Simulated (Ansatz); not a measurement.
Relaxation of BrCl2GaH2 (6 atoms, charge 0, multiplicity 1), to a largest force component of 0.03 eV/Å in at most 50 steps.

Level of theory: RKS PBE/def2-SVP (Ansatz).

```xyz
6
Properties=species:S:1:pos:R:3:forces:R:3
Ga -0.005 0.249 -0.054 -0.01 -0.14 0.02
H -0.002 0.260 1.515 0.00 0.08 0.01
Cl 1.838 0.279 -1.157 -0.01 0.04 -0.03
Cl -1.857 0.249 -1.146 0.02 0.03 -0.02
Br 0.119 -3.017 1.495 -0.05 1.21 0.27
H 0.064 -1.563 1.893 0.05 -1.21 -0.25
```

**Question.** Where does it end, and by what steps?

**Answer.** The forces met the threshold. The force dipped under the threshold on the way, but the program's further checks kept it going. After 12 steps the energy has fallen by 0.221 eV; H6 moved furthest, 0.77 Å.

```tsv
step	energy less start (eV)	largest force component (eV/Å)	accepted
0	0.0000	1.213	yes
1	-0.0538	0.323	yes
2	-0.0737	0.174	yes
3	-0.0904	0.931	yes
4	-0.1308	0.838	yes
5	-0.1781	0.450	yes
6	-0.2097	0.134	yes
7	-0.2191	0.093	yes
8	-0.2182	0.339	no
9	-0.2206	0.016	yes
10	-0.2211	0.034	yes
11	-0.2210	0.020	no
12	-0.2211	0.001	yes
```

```xyz
6
Properties=species:S:1:pos:R:3
Ga 0.004 0.223 0.011
H 0.001 0.801 1.465
Cl 1.823 0.119 -1.163
Cl -1.826 0.032 -1.135
Br 0.077 -2.558 0.993
H 0.076 -2.161 2.375
```

Whether the end is a true minimum wasn't checked by a vibrational analysis.

Time of the run: 7.2 s on 4 threads of Intel(R) Xeon(R) 6975P-C (Granite Rapids) (shared host), peak memory 0.19 GiB.
